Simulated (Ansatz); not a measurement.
Consider the substitution at a C–C bond: `CC(C)S[SiH3]` + `CC(N)F` → `CNC(C)F` + `CCS[SiH3]`.

Gas-phase electronic energies from Ansatz, PBE0-D4/def2-TZVP geometries. CCSD(T)/CBS is the MP2 limit (def2-TZVPP, def2-QZVPP) plus CCSD(T) − MP2 in def2-TZVPP, frozen cores. This one scheme is used for every species. DFT in def2-TZVPP. B3LYP here is the variant with VWN-RPA as its local correlation; programs differ in this. One conformer a species, not always the lowest.

| level | ΔE (kcal/mol) |
| --- | --- |
| r2SCAN-D4 | 8.5 |
| ωB97X-V | 7.9 |
| ωB97M-V | 8.6 |
| B2PLYP | 7.8 |
| PBE0 | 7.7 |
| B3LYP | 6.6 |
| SCS-MP2/def2-QZVPP | 8.9 |
| HF/CBS(def2) | 6.0 |

Q: What does CCSD(T)/CBS give? (An estimate is asked.)

A: The calculation gave: +9.1 kcal/mol. The listed levels differ from it by -0.6, -1.2, -0.5, -1.3, -1.4, -2.5, -0.2, -3.1 kcal/mol.

Largest T1 diagnostic among the species: 0.010.

In def2-TZVPP, CCSD(T) changes the Hartree–Fock value by +2.8 kcal/mol (the triples alone add +0.4 kcal/mol) and MP2 by +3.8 kcal/mol. The D4 term adds +1.4 kcal/mol with B3LYP and +0.8 kcal/mol with PBE0; it sums over pairs of atoms, weighted by their polarisabilities, and B3LYP, whose exchange is more repulsive, gets the larger term.
